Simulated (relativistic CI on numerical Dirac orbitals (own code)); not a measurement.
## Radial parameters of Yb⁶¹⁺

Calculated at this level of theory: Dirac-Coulomb-Breit CI, orbitals from a KLI potential per configuration, model QED (radiative potential, 1s self-energy scaled to tabulated hydrogen-like ionisation energies), unscaled Slater integrals (own radial code, finite nucleus).

Slater integrals F^k, G^k are unscaled and averaged over j, outside the closed core 1s2; ζ comes from projecting the Hamiltonian with its Breit term on Σ l·s of the shell.

- 2s2.2p5: ζ(2p) = 5.784e+06 cm⁻¹; <r>(2p) = 0.07173, <r^2>(2p) = 0.006276 (bohr units).
- 2p6.3p: ζ(3p) = 1.6241e+06 cm⁻¹; <r>(3p) = 0.1865, <r^2>(3p) = 0.04029 (bohr units).
- 2s2.2p4.3s: F^2(2p,2p) = 1.3176e+06, ζ(2p) = 5.8551e+06, G^1(2p,3s) = 141420 cm⁻¹; <r>(2p) = 0.07134, <r^2>(2p) = 0.006207, <r>(3s) = 0.1919, <r^2>(3s) = 0.04208 (bohr units).

Averages of the first 10 configurations, taken without configuration mixing, which lowers the lowest level and can move excited configurations by several eV; other configurations of the list can lie among them:

```csv
Configuration,Parity,States,Average energy above the lowest level (eV)
2s2.2p5,odd,6,359.6
2s.2p6,even,2,1519.1
2p6.3s,even,2,10578.4
2p6.3p,odd,6,10896.4
2s2.2p4.3s,even,30,8269.6
2p6.3d,even,10,11178.3
2s2.2p4.3p,odd,90,8598.1
2s2.2p4.3d,even,150,8880.3
2s.2p5.3s,odd,24,9395.0
2s.2p5.3p,even,72,9718.3
```
